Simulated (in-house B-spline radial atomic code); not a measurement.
Computed with a B-spline radial atomic code. Model: two electrons, singlet ground state, non-relativistic, full CI in B-splines with partial waves to l = 8 (at full coupling up to 3e-4 hartree above the limit, correlation up to 0.6 % small), density held at that of full coupling by Lieb maximisation.

Along the adiabatic connection the electron repulsion is scaled by a coupling λ while a local potential keeps the density fixed. At λ = 0 the system is the Kohn-Sham one and W equals the exchange energy; the exchange-correlation energy is the area under W between 0 and 1. The kinetic energy rises with λ as the electrons avoid each other, with dT/dλ = −λ dW/dλ.

Command:
```bash
python run_ac.py task.json out
```
Settings (lengths in bohr, energies in hartree):
```
potential              coulomb
strength               5.75
lmax                   8
```

Run time, properties included: 13 s on 1 thread of Intel(R) Xeon(R) Processor @ 2.30GHz, with other jobs on the host.

**W = mean repulsion less Hartree energy, and W of three functionals.**

Given: confinement point charge; nuclear charge 5.75; external potential -Z/r.

Computed: PBE exchange minus exact 62.202 millihartree; SCAN exchange minus exact -4.1981 millihartree.

```tsv
coupling	W xc (hartree)	W xc minus exchange (millihartree)	kinetic minus Kohn-Sham (millihartree)	LDA (PW92) W minus its exchange (millihartree)	PBE W minus its exchange (millihartree)	SCAN W minus its exchange (millihartree)
0	-3.3708	0	0	0	0	0
0.02	-3.3727	-1.87	0	-14.77	-1.87	-1.85
0.05	-3.3755	-4.666	0.1	-31.34	-4.7	-4.59
0.12	-3.3819	-11.143	0.7	-62.66	-11.35	-10.88
0.25	?	?	?	?	?	?
0.4	-3.4073	-36.453	7.2	-153.92	-37.96	-35.07
0.6	-3.4248	-53.965	16	-204.72	-56.72	-51.58
0.8	-3.4418	-71.023	27.9	-249.05	-75.13	-67.54
1	?	?	?	?	?	?
1.4	-3.4905	-119.65	81.2	-358.65	-128.07	-112.58
2	-3.5356	-164.76	157.7	-446.73	-177.45	-154.01
3	-3.6039	-233.07	327.8	-565.62	-252.37	-216.46
4.5	-3.6928	-321.99	659.5	-704.53	-350.04	-297.83
7	-3.8131	-442.26	1344.6	-876.48	-482.96	-409.11
10	-3.9243	-553.46	2282.4	-1027.3	-607.95	-514.34
```

What belongs in the row 0.25?

W xc (hartree): -3.3938; W xc minus exchange (millihartree): -23.012; kinetic minus Kohn-Sham (millihartree): 2.9; LDA (PW92) W minus its exchange (millihartree): -109.31; PBE W minus its exchange (millihartree): -23.73; SCAN W minus its exchange (millihartree): -22.28.

What belongs in the row 1?

W xc (hartree): -3.4584; W xc minus exchange (millihartree): -87.646; kinetic minus Kohn-Sham (millihartree): 42.9; LDA (PW92) W minus its exchange (millihartree): -288.83; PBE W minus its exchange (millihartree): -93.18; SCAN W minus its exchange (millihartree): -83.

What is the LDA exchange minus exact?

475.9 millihartree.

**Energy parts, natural occupations and partial-wave weights.**

Computed: total energy -29.6247 hartree; exchange energy -3.3708 hartree; kinetic part of the DFT correlation energy 0.042859 hartree; initial slope twice GL2 -0.093607 hartree; kinetic part over minus potential part 0.489; Hartree energy 6.7416 hartree; Lieb Oxford ratio E_xc over LDA exchange 1.1799.

```
natural  occupation of the shell (electrons)
      s                               1.9983
      p                           0.00093622
      s                           0.00061744
      d                           5.0173e-05
      p                                    ?
      s                           1.4243e-05
```

What belongs in the row p?

occupation of the shell (electrons): 3.5274e-05.

| wave | weight |
| --- | --- |
| s | 0.99948 |
| p | 0.00048757 |
| d | 2.8207e-05 |
| f | ? |
| g | 9.8897e-07 |

What belongs in the row f?

weight: 4.1545e-06.

What is the Kohn-Sham kinetic?

29.581 hartree.

What is the correlation energy?

-0.044788 hartree.

Half-way to full coupling W has made 52 % of its drop, against 50 % for a straight line, and second-order (GL2) theory, half the initial slope, overshoots the correlation energy by about 5 %: correlation is weak here. Over couplings 0 to 1 the errors in E_xc come to about +351 millihartree for LDA, +60 millihartree for PBE, -2.2 millihartree for SCAN, so SCAN is nearest. In LDA and PBE and SCAN the errors of exchange and correlation have opposite signs, so the sum is smaller than the larger of the two.
